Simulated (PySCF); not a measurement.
**Stationary points of AsF5**

These are results of PBE0/[As def2-SVP, F def2-SVP], no relativity, density fitting, PySCF, not measurements.

Relaxations began from a few typed shapes. The search is not exhaustive: other isomers or separated fragments can lie lower, and high-lying points may rest on an excited occupation.

(1) Order these stationary points by electronic energy, lowest first, in kJ/mol from the lowest minimum.
A. singlet D3h: As–F 1.693 Å (×3), As–F 1.712 Å (×2); F–As–F 90.0° (×6), F–As–F 120.0° (×3), F–As–F 180.0°
B. singlet C4v: As–F 1.679 Å, As–F 1.707 Å (×4); F–As–F 87.4° (×4), F–As–F 102.4° (×4), F–As–F 155.3° (×2)

(2) Which of them are minima?

## Answers

(1) A (0.0), B (9.2).

(2) By energy in kJ/mol, 0.0: minimum; 9.2: saddle point, 1 imaginary mode.

Counting electrons, arsenic keeps none of its valence electrons outside its bonds, so the VSEPR class is AX5 and the expected shape is trigonal bipyramidal (D3h), as computed.
